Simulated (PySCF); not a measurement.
CH4Cl2OSi. Atoms are numbered in the order given.

```xyz
9

Si     0.1495    -0.0722     0.4978
Cl     0.2193     1.7852    -0.3885
Cl     1.6463    -1.2489    -0.2409
O     -1.2630    -0.8031     0.1161
C     -2.5533    -0.2457     0.0978
H      0.3464     0.1048     1.9530
H     -3.2166    -0.9272    -0.4534
H     -2.9521    -0.1235     1.1194
H     -2.5628     0.7366    -0.4038
```
Charge 0, spin multiplicity 1.

The structure is a stationary point at PBE0-D3(BJ)/def2-SVP. The values are those of a single conformer.

Level of theory: PBE/def2-TZVP (PySCF).

Gas-phase values at a fixed geometry.

```yaml
total_energy: -1325.19262 hartree
highest_occupied_level: -7.29 eV
lowest_empty_level: -0.53 eV
orbital_gap: 6.76 eV
dipole_moment: 1.92 D
quadrupole, principal values (traceless, Buckingham form, about the centre of nuclear charge): -4.82, -0.24, 5.06 D·Å
mean_static_polarisability: 64.4 bohr³ (9.54 Å³)
polarisability_principal_values: 54.7, 64.8, 73.6 bohr³
```
